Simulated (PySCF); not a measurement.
# Static response to an electric field

C₆H₉NS.
Geometry (GFN2-xTB, Å), atoms numbered from 1 in this order:
```xyz
17
C6H9NS angstrom
C      3.1676    0.1670   -0.1493
N      1.9550   -0.5819   -0.2158
C      0.8527   -0.0437    0.0424
C     -0.4119   -0.8280    0.0011
C     -1.4772   -0.1735   -0.8917
C     -2.4690    0.5206   -0.0079
C     -2.3777    0.2484    1.2843
S     -1.0869   -0.8484    1.7240
H      3.6553    0.1125   -1.1233
H      3.0225    1.2192    0.1322
H      3.8217   -0.3172    0.5766
H      0.7421    1.0135    0.3306
H     -0.1926   -1.8577   -0.2785
H     -1.0041    0.5296   -1.5821
H     -1.9890   -0.9301   -1.4945
H     -3.2135    1.1695   -0.4361
H     -3.0020    0.6124    2.0780
```

Level: PBE0/def2-SVPD (PySCF), static field, nuclei fixed, core orbitals frozen in the response. The polarisability tensor in these axes (au):

```
x   121.62  -6.34  -5.55
y    -6.34  80.98  -4.43
z    -5.55  -4.43  94.42
```

Give the principal values, the mean and the anisotropy Δα = √{½[(α1 − α2)² + (α2 − α3)² + (α1 − α3)²]}.

Principal values 78.27, 95.34 and 123.41 au; mean 99.01 au = 14.67 Å³ = 16.32 × 10⁻⁴⁰ C²·m²/J; Δα = 39.47 au (40 % of the mean).

What is the dipole moment, and where does it point?

(-0.58, 1.72, -1.13) D, 2.14 D in size, pointing from the negative to the positive side. Measured along this direction, the outermost atoms are H11 at the negative end and H16 at the positive end.

Rayleigh depolarisation ratio (linearly polarised light, static tensor)?

ρ = 3Δα²/(45ᾱ² + 4Δα²) = 4674.2/(441107 + 6232.3) = 0.0104.

Form Σ f/ω² (atomic units) for the 6 lowest TDDFT singlets, given as eV and f, and set it beside the mean polarisability, which is this sum over all singlets: 4.32, 0.0283; 5.00, 0.0020; 5.11, 0.0321; 5.62, 0.0488; 5.73, 0.0437; 6.20, 0.0076.

They add up to 4.36 au, 4.4 % of the 99.01 au; the largest single term is 1.14 au, from the state at 5.62 eV. Terms in order: 1.12, 0.06, 0.91, 1.14, 0.99, 0.15 au. Higher excitations give the rest. The strengths listed sum to 0.163.

Molar refractivity from α?

Lorentz–Lorenz: R = (4π/3)N_A α = 2.5225 cm³/(mol·Å³) × 14.67 Å³ = 37.0 cm³/mol, in the limit of long wavelengths.

Refractivity n − 1 of an ideal gas of it at 350 K and 1 atm, from the electronic α?

N = p/kT = 2.0968 × 10¹⁹ cm⁻³, so n − 1 = 2π × N × 14.67 × 10⁻²⁴ cm³ = 1933 × 10⁻⁶ at long wavelengths.

Along which axes do the principal values lie, and how far do the nuclei extend along each?

Largest value along (0.98, -0.13, -0.17), where the nuclei span 7.11 Å; middle along (0.12, -0.34, 0.93), 3.54 Å; least along (0.18, 0.93, 0.32), 3.57 Å. 

Isolated species at its GFN2-xTB geometry (one conformer only).
